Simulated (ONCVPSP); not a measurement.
Transferability test, ONCV potential for calcium (Ca)

ONCVPSP 4.0.1 input, shortened (lines: element, Z, core and valence counts, functional; n l f; lmax; l rc ep ncon nbas qcut; lloc lpopt rc5 dvloc0; l nproj debl; icmod fcfact rcfact), PBEsol, scalar-relativistic:

```
  Ca 20.00    3    3  -116133      upf
    1    0    2.00
    2    0    2.00
    2    1    6.00
    3    0    2.00
    3    1    6.00
    4    0    1.50
    3
    0    1.50    0.00    3    7    9.90
    1    1.40    0.00    4    9   12.00
    2    1.35    0.07    4    8    6.60
    3    1.40    0.20    4    7    6.80
    4    5    1.20    4.00
    0    2    0.50
    1    2    2.10
    2    2    2.40
    3    2    0.60
    3    5.00    1.40
```

In the d channel the program set the typed energies aside and used 0.050, 2.450 Ha.

Energies are relative to the spin-unpolarised reference configuration 3s2 3p6 4s1.5; without spin polarisation the order of configurations can differ from experiment.

| valence configuration | charge | ΔE all-electron (eV) | error AE − PS (meV) |
| --- | --- | --- | --- |
| 3s2 3p6 4s2 | 0 | -2.504 | +0.1 |
| 3s2 3p6 4s1 | +1 | 3.802 | -0.1 |
| 3s2 3p6 4s0 | +2 | 15.483 | -0.5 |

(1) What are ΔE and the potential's error for 3s2 3p5 4s2?

Answers

(1) ΔE = 32.099 eV all-electron; the error (AE − PS) is +4.2 meV.
